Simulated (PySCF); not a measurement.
Species: C₅H₂BrClO₂.
SMILES with atom numbers: `[O:1]=[C:2]([Br:3])[c:4]1[o:5][cH:6][cH:7][c:8]1[Cl:9]` (hydrogens: H10 on C6; H11 on C7)

Level: B3LYP/def2-SVPD in PySCF, non-relativistic, on one gas-phase PBE0-D3(BJ)/def2-SVP geometry that isn't relaxed in the solvent. The solvent is an IEF-PCM continuum (cavity from Bondi-type radii × 1.2), and excitations are vertical TDDFT with non-equilibrium linear response and a frozen core. Specific hydrogen bonds and non-electrostatic terms are outside this model. Spin–orbit coupling is left out although an atom past zinc is present.

Gas-phase singlets (H = HOMO, L = LUMO):

| state | E (eV) | λ (nm) | f | leading configurations |
| --- | --- | --- | --- | --- |
| S1 | 4.132 | 300 | 0.000 | H-1→L 85%, H-3→L 13% |
| S2 | 4.655 | 266 | 0.004 | H-3→L 84%, H-1→L 14% |
| S3 | 4.666 | 266 | 0.307 | H→L 82%, H-2→L 12% |
| S4 | 5.012 | 247 | 0.040 | H-2→L 81%, H→L 12% |
| S5 | 5.270 | 235 | 0.102 | H-4→L 89% |

Problem. How does the list change in acetone (ε = 20.49)?

Solution. 
```csv
state,E (eV),λ (nm),f,leading configurations,change by rank (eV)
S1,4.358,284,0.000,"H-1→L 86%, H-4→L 11%",+0.226
S2,4.506,275,0.452,H→L 95%,-0.149
S3,4.895,253,0.000,"H-4→L 86%, H-1→L 12%",+0.229
S4,5.000,248,0.065,H-2→L 95%,-0.012
S5,5.245,236,0.053,H-3→L 88%,-0.025
```

Problem. The ground-state energy changes by -0.243 eV from gas to acetone. By how much does the total energy of gas-phase S1 change?

Solution. E(S1) = E(S0) + excitation energy, so it changes by -0.243 + 0.226 = -0.017 eV: it is lowered less than the ground state, which is what a blue shift means. This is the vertical state, with the slow part of the continuum still set for S0.

Problem. How do the frontier levels move from gas to acetone?

Solution. 
```
orbital  gas (eV)  solvent (eV)  change (eV)
 LUMO+2     -0.35         -0.02        +0.33
 LUMO+1     -0.61         -0.70        -0.09
   LUMO     -2.62         -2.54        +0.08
   HOMO     -7.57         -7.38        +0.19
 HOMO-1     -7.97         -8.16        -0.19
 HOMO-2     -8.31         -8.18        +0.13
 HOMO-3     -8.41         -8.54        -0.13
```

The HOMO–LUMO gap goes from 4.96 to 4.84 eV. Rows go by rank; for HOMO-3, HOMO-2 and HOMO-1 the atom shares or the degeneracy differ between the runs, so the row needn't follow one orbital.

Hardware: Arm Neoverse V1, one thread, shared host. Cost: 44 s wall, 1.1 GiB resident at most. This is the whole response run at B3LYP/def2-SVPD in acetone, SCF included.

Conformer computed: `[O:1]=[C:2]([Br:3])[c:4]1[o:5][cH:6][cH:7][c:8]1[Cl:9]`: O1–C2–C4–O5 180°.
